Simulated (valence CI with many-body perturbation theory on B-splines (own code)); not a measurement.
**Te XXII: electric-dipole lines**

Computed by relativistic CI+MBPT: three valence electrons over a frozen Dirac-Fock core [Ar] 3d10, a basis of 11 s, 11 p, 10 d, 8 f, 5 g, 2 h functions for each j, with the one-electron correlation potential Σ1, the two-electron term Σ2, the three-electron term Σ3, Breit, model QED; selected CI, second order for the rest, scaled by the run's own slope (own B-spline code, finite nucleus).

No measured spectrum was set against this ion. As an estimate, levels hold to about 250 cm⁻¹ or 0.2 % of their energy and the worst to 1 %, as in measured heavy ions of charge 2 to 7; those with d or f electrons hold less well.

Lines 51 to 100 of 559 in falling wavelength, among levels below 310.49 eV, chosen from the strongest by gf and those to the six lowest levels. Wavelengths and rates use the calculated energies, so an error of 2000 cm⁻¹ moves a line at 212.9 Å by 0.43 % and its rate by three times that or more. Electric multipoles are in the length gauge, E1 and E2 with the static RPA response of the core. Weak lines are less certain than strong ones. Lines between different terms over intervals too small for the method are left out, as are lines whose strength nearly cancels. Where a level lies close to another of its J and parity, the split of strength between their lines is uncertain. The highest levels of a list are the least certain.

Names give the largest LS component (configuration and term), which can be under half, so a name can repeat, a term be missing and a line seem to break the LS rules; names also repeat where a configuration has a term twice. Letters in brackets count levels of one name in rising energy.

```
λ vac (Å)                 Upper                 Lower   A (s⁻¹)  S (a.u.) with core polarisation  S without
    212.9        4p 4d2 2G°_9/2         4s 4d2 2F_7/2  1.29e+10                         6.13e-01   6.68e-01
    211.9       4p 4d2 4G°_11/2         4s 4d2 4F_9/2  1.32e+10                         7.41e-01   8.09e-01
    211.3           4p3 4S°_3/2         4s 4p2 2D_3/2  3.72e+09                         6.92e-02   7.55e-02
    211.0       4p2 4f 4G°_11/2       4s 4p 4f 4F_9/2  8.76e+09                         4.88e-01   5.31e-01
    209.5       4p3 2P°_3/2 [a]         4s 4p2 4P_3/2  7.92e+09                         1.44e-01   1.57e-01
    208.8           4p3 2D°_5/2         4s 4p2 2D_3/2  6.10e+09                         1.65e-01   1.79e-01
    208.2    4p2 4f 2G°_9/2 [b]         4s 4d2 2G_9/2  9.66e+09                         4.30e-01   4.69e-01
    207.7    4p 4d2 4D°_7/2 [a]         4s 4d2 4P_5/2  5.77e+09                         2.04e-01   2.23e-01
    207.6         4p2 4d 4D_7/2  4s 4p 4d 2D°_5/2 [a]  1.27e+10                         4.48e-01   4.89e-01
    206.8    4p 4d2 2G°_7/2 [b]   4s 4p 4f 2D_5/2 [a]  6.57e+09                         2.29e-01   2.49e-01
    206.5         4p2 4d 2G_7/2  4s 4p 4d 2F°_5/2 [a]  9.12e+09                         3.17e-01   3.46e-01
    206.3     4p2 4d 2D_5/2 [e]  4s 4p 4d 2D°_5/2 [b]  1.70e+10                         4.43e-01   4.83e-01
    206.1     4p2 4d 2F_7/2 [a]      4s 4p 4d 4F°_7/2  5.95e+09                         2.06e-01   2.24e-01
    206.0     4p2 4d 2D_3/2 [c]  4s 4p 4d 2P°_3/2 [a]  1.18e+10                         2.03e-01   2.22e-01
    205.7     4p2 4d 2F_7/2 [b]  4s 4p 4d 2F°_7/2 [a]  6.18e+09                         2.12e-01   2.32e-01
    205.5  4s 4p 4d 2F°_7/2 [a]         4s2 4d 2D_5/2  1.32e+10                         4.51e-01   4.92e-01
    205.3        4p2 4f 2H°_9/2         4s 4d2 2G_7/2  6.93e+09                         2.96e-01   3.21e-01
    204.8         4p2 4d 4F_7/2      4s 4p 4d 4P°_5/2  1.83e+10                         6.21e-01   6.78e-01
    202.8  4s 4p 4d 2D°_3/2 [b]         4s2 4d 2D_3/2  1.52e+10                         2.50e-01   2.72e-01
    202.8    4p 4d2 2F°_7/2 [b]         4s 4d2 4F_5/2  6.36e+09                         2.09e-01   2.28e-01
    202.7        4p2 4f 4F°_9/2   4s 4p 4f 2F_7/2 [a]  1.10e+10                         4.53e-01   4.91e-01
    202.5       4p2 4f 2H°_11/2       4s 4p 4f 4G_9/2  2.03e+10                         9.97e-01   1.08e+00
    202.1       4p2 4f 4G°_11/2      4s 4p 4f 4G_11/2  2.16e+10                         1.06e+00   1.15e+00
    200.4        4p2 4f 4F°_7/2       4s 4p 4f 4G_9/2  8.73e+09                         2.77e-01   3.01e-01
    200.1        4p 4d2 4F°_9/2         4s 4d2 4F_9/2  8.24e+09                         3.26e-01   3.55e-01
    199.7    4p 4d2 2F°_7/2 [d]       4s 4p 4f 4D_5/2  1.32e+10                         4.16e-01   4.53e-01
    199.3        4p2 4f 2G°_7/2       4s 4p 4f 4F_5/2  6.11e+09                         1.91e-01   2.07e-01
    198.4        4p 4d2 4F°_9/2         4s 4d2 4F_7/2  1.12e+10                         4.30e-01   4.69e-01
    198.1    4p2 4f 2G°_9/2 [a]       4s 4p 4f 4D_7/2  1.97e+10                         7.56e-01   8.21e-01
    197.9         4p2 4d 2F_5/2      4s 4p 4d 4F°_5/2  1.02e+10                         2.35e-01   2.56e-01
    197.5   4s 4p 4f 2G_9/2 [a]        4s2 4f 2F°_7/2  1.97e+10                         7.51e-01   8.17e-01
    197.3    4p 4d2 4D°_7/2 [b]         4s 4d2 4P_5/2  8.54e+09                         2.59e-01   2.82e-01
    197.0     4p2 4d 2D_5/2 [a]  4s 4p 4d 2D°_3/2 [a]  1.25e+10                         2.82e-01   3.09e-01
    197.0    4p 4d2 2G°_7/2 [b]         4s 4d2 2F_5/2  9.60e+09                         2.90e-01   3.16e-01
    196.9  4s 4p 4d 2F°_7/2 [b]         4s2 4d 2D_5/2  2.83e+10                         8.53e-01   9.31e-01
    196.9         4p2 4d 4D_7/2      4s 4p 4d 4D°_7/2  7.34e+09                         2.21e-01   2.41e-01
    196.8        4p2 4f 4G°_9/2       4s 4p 4f 4G_9/2  1.05e+10                         3.95e-01   4.30e-01
    195.7        4p2 4f 2F°_7/2       4s 4p 4f 4D_7/2  6.38e+09                         1.89e-01   2.06e-01
    195.1       4p2 4f 4G°_11/2         4s 4d2 2G_9/2  1.65e+10                         7.24e-01   7.89e-01
    194.5     4p2 4d 4F_9/2 [a]      4s 4p 4d 4F°_7/2  1.09e+10                         3.97e-01   4.33e-01
    194.0    4p 4d2 4D°_7/2 [a]       4s 4p 4f 2F_5/2  6.58e+09                         1.90e-01   2.06e-01
    192.5        4p2 4f 4F°_9/2       4s 4p 4f 4F_9/2  8.79e+09                         3.09e-01   3.36e-01
    192.3     4p2 4d 2F_7/2 [a]      4s 4p 4d 4F°_5/2  9.42e+09                         2.64e-01   2.88e-01
    192.2    4p2 4f 2G°_9/2 [b]   4s 4p 4f 2G_7/2 [a]  1.96e+10                         6.87e-01   7.46e-01
    192.2         4s 4p2 2D_3/2        4s2 4p 2P°_1/2  2.75e+10                         3.86e-01   4.19e-01
    192.0        4p2 4f 4G°_9/2       4s 4p 4f 4G_7/2  1.83e+10                         6.41e-01   6.96e-01
    191.5    4p 4d2 2G°_7/2 [a]       4s 4p 4f 2F_5/2  1.46e+10                         4.05e-01   4.39e-01
    190.6    4p 4d2 2F°_7/2 [c]         4s 4d2 2G_9/2  1.39e+10                         3.80e-01   4.13e-01
    190.3         4p2 4d 4D_5/2      4s 4p 4d 4F°_7/2  1.21e+10                         2.47e-01   2.69e-01
    190.3     4p2 4d 2D_5/2 [c]  4s 4p 4d 2F°_7/2 [a]  1.73e+10                         3.54e-01   3.85e-01
```
